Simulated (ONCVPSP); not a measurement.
# Logarithmic derivatives: Sn, ONCV

tin (Sn), optimised norm-conserving Vanderbilt (ONCV), made with ONCVPSP 4.0.1 (LDA (Perdew-Wang 92), scalar-relativistic). Core [Kr], reference 4d10 5s2 5p2. Waves: 5s: rc 2.15 bohr, ncon 4, nbas 8, qcut 3.5 1/bohr, 1 projector; 5p: rc 2.15 bohr, ncon 4, nbas 8, qcut 3.7 1/bohr, 2 projectors, debl 0.9 Ha; 4d: rc 1.15 bohr, ncon 4, nbas 8, qcut 7.8 1/bohr, local. Local part: the d channel. Core correction: polynomial model core, fcfact 0.7.

The phase is arctan(r·R′/R) of the radial function R(r), unwrapped; energies in Ha, scanned from -2 to 5 Ha. A pole is an energy at which the radial function vanishes at the test radius. The pseudo phase is shifted by a multiple of π to meet the all-electron one at the reference energy, and phase errors are pseudo minus all-electron; the curves can meet again beyond the range given. Levels narrower than the energy grid can be missing from the lists of poles.

```tsv
channel	radius (bohr)	reference energy (Ha)	poles, all-electron	poles, pseudo	unbroken range about the reference energy with phases within 0.05 rad	phase error 1 Ha above the reference energy (rad)
s	2.18	-0.40	1.13	0.99, 4.40	below 1.5	-0.011
p	2.18	-0.14	1.96	0.31, 1.97	below 0.3	-3.142
d	1.16	-0.95	2.03	2.12	the whole range	+0.002
```

Note: ghosts flagged at negative energy: s at -146.0 eV; GHOST(+) flagged for p at 8.5 eV. A true bound ghost makes a file unfit for plane-wave use.

Phases in the d channel:

```tsv
E (Ha)	all-electron	pseudo
-1.98	-0.462	-0.458
-1.62	-0.744	-0.743
-1.26	-0.955	-0.955
-0.90	-1.108	-1.108
-0.54	-1.220	-1.220
-0.18	-1.304	-1.303
0.18	-1.370	-1.368
0.54	-1.423	-1.421
0.90	-1.467	-1.464
1.26	-1.505	-1.500
1.62	-1.538	-1.532
1.98	-1.567	-1.560
2.34	-1.594	-1.586
2.70	-1.620	-1.610
3.06	-1.645	-1.633
3.42	-1.669	-1.655
3.78	-1.693	-1.678
4.14	-1.719	-1.700
4.50	-1.745	-1.723
4.86	-1.774	-1.747
```
